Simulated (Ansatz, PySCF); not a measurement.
Reaction R1 → P1 + P2, each structure at its B3LYP-D3(BJ)/def2-TZVP stationary point, reached from a drawn start (curvature not checked).
R1: F3Si (SMILES F[Si](F)F), charge 0, multiplicity 2.
P1: F2Si (SMILES F[Si]F), charge 0, multiplicity 1.
P2: F atom, charge 0, multiplicity 2.

```
level                 reaction energy (kJ/mol)  minus CCSD(T)/cc-pV(Q+d)Z  cost
--------------------  ------------------------  -------------------------  ----
HF/cc-pV(D+d)Z                           316.8                     -133.9     -
HF/cc-pV(T+d)Z                           367.9                      -82.8     -
HF/cc-pV(Q+d)Z                           375.0                      -75.7     -
SVWN5/def2-TZVPP                         528.6                       77.9  ×0.8
PBE/def2-TZVPP                           457.5                        6.9    ×1
BLYP/def2-TZVPP                          433.4                      -17.3    ×1
revPBE/def2-TZVPP                        435.2                      -15.5    ×1
r2SCAN/def2-TZVPP                        476.5                       25.8    ×2
B97M-V/def2-TZVPP                        442.5                       -8.2    ×2
B3LYP/def2-TZVPP                         435.1                      -15.6    ×1
PBE0/def2-TZVPP                          448.6                       -2.1    ×1
BHLYP/def2-TZVPP                         422.8                      -27.9    ×1
M06-2X/def2-TZVPP                        460.3                        9.6     -
CAM-B3LYP/def2-TZVPP                     449.0                       -1.6    ×2
wB97X-V/def2-TZVPP                       444.2                       -6.4    ×3
wB97M-V/def2-TZVPP                       427.5                      -23.2    ×3
B2PLYP/def2-TZVPP                        445.4                       -5.3    ×2
MP2/cc-pV(D+d)Z                          420.3                      -30.4     -
MP2/cc-pV(T+d)Z                          480.3                       29.6     -
MP2/cc-pV(Q+d)Z                          492.9                       42.2     -
SCS-MP2/cc-pV(D+d)Z                      396.9                      -53.8     -
SCS-MP2/cc-pV(T+d)Z                      453.5                        2.8     -
SCS-MP2/cc-pV(Q+d)Z                      466.2                       15.5     -
CCSD/cc-pV(D+d)Z                         372.1                      -78.6     -
CCSD/cc-pV(T+d)Z                         430.1                      -20.6     -
CCSD/cc-pV(Q+d)Z                         444.7                       -6.0     -
CCSD(T)/cc-pV(D+d)Z                      373.7                      -77.0    ×3
CCSD(T)/cc-pV(T+d)Z                      435.5                      -15.2   ×10
CCSD(T)/cc-pV(Q+d)Z                      450.7                        0.0  ×90*
```

 The comparison column counts from a level with limits of its own.

P less R. No zero-point or thermal terms; singlets are restricted closed shells; open shells are unrestricted; no spin–orbit coupling.

Frozen-core correlation throughout.

Run with Ansatz (a quantum-chemistry and plane-wave program); PySCF for M06-2X. No computed number here is a measurement.

Costs are rough ratios of core time to PBE/def2-TZVPP (about 4 s over the structures, on one shared machine); a dash marks a level with no comparable run of its own. A star marks coupled-cluster runs past 200 virtual orbitals, where the program's memory plan changes under this machine's limit, so their costs aren't comparable with smaller runs.
